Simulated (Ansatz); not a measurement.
Molecule: MnF (charge 0, septet). The spin state was set by rule; other spins were not relaxed. 
Structure (B3LYP-D3(BJ)/def2-TZVP (Ansatz, an electronic-structure program) minimum search):
```
Mn
F 1 1.8392
```
Charge 0, spin multiplicity 7.

Total electronic energies in hartree. Correlated levels leave the core frozen unless marked. UHF or UKS for open shells. Spin-orbit coupling is left out. The frozen core is the preceding noble-gas configuration, with the filled d and f shells of earlier blocks. Non-relativistic. Basis-set limits of correlation are two-point, X^-3; Hartree-Fock from the larger set.

```json
[
 {"level": "HF/def2-TZVPPD", "program": "Ansatz", "energy (Eh)": "-1249.38800"},
 {"level": "r2SCAN/def2-TZVPD", "program": "Ansatz", "energy (Eh)": "-1250.86786"},
 {"level": "r2SCAN-D4/def2-TZVPD", "program": "Ansatz + dftd4", "energy (Eh)": "-1250.86803"},
 {"level": "B97M-V/def2-TZVPD", "program": "Ansatz", "energy (Eh)": "-1250.62242"},
 {"level": "PBE0-D3(BJ)/def2-TZVPD", "program": "Ansatz + dftd3", "energy (Eh)": "…"},
 {"level": "wB97X/def2-TZVPD", "program": "Ansatz", "energy (Eh)": "…"},
 {"level": "RI-MP2/def2-QZVPPD", "program": "Ansatz", "energy (Eh)": "-1249.81883"},
 {"level": "CCSD(T)/def2-SVP", "program": "Ansatz", "energy (Eh)": "-1249.36845"},
 {"level": "CCSD(T)/CBS(def2-TZVPPD,def2-QZVPPD)", "program": "Ansatz", "energy (Eh)": "-1249.8573"}
]
```

Fill in the missing entries.


- PBE0-D3(BJ)/def2-TZVPD, energy (Eh): -1250.61568
- wB97X/def2-TZVPD, energy (Eh): -1250.88757
